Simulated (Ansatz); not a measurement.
`FC1=C(S)[SiH2]1`, relaxed with RKS PBE0-D4/def2-TZVP in Ansatz 0.2.0 from a PBE-D4/def2-SVP geometry. The force threshold is 0.005 eV/Å; the program also tests the step.

The species carries charge 0 and has multiplicity 1.

Start:

```xyz
8

F    -1.111   -1.740    0.852
C    -0.256   -0.830    0.385
C    -0.367    0.406   -0.149
S    -1.508    1.632   -0.599
Si    1.396   -0.186   -0.027
H    -2.636    0.961   -0.220
H     2.328    0.377    1.011
H     2.152   -0.619   -1.253
```

```csv
step,energy (eV),largest force (eV/Å),largest move (Å)
1,-23540.9890,0.915,0.000
2,-23541.0317,0.465,0.023
3,-23541.0406,0.103,0.020
4,-23541.0408,0.040,0.003
5,-23541.0409,0.013,0.005
6,-23541.0409,0.007,0.004
7,-23541.0409,0.001,0.001
```

End:

```xyz
8

F    -1.110   -1.699    0.834
C    -0.243   -0.811    0.375
C    -0.353    0.406   -0.151
S    -1.502    1.603   -0.588
Si    1.380   -0.181   -0.028
H    -2.609    0.937   -0.209
H     2.305    0.362    0.998
H     2.132   -0.618   -1.230
```

It took 21 s on 4 threads of a server CPU on a shared host, with 0.47 GiB of host memory at the peak.
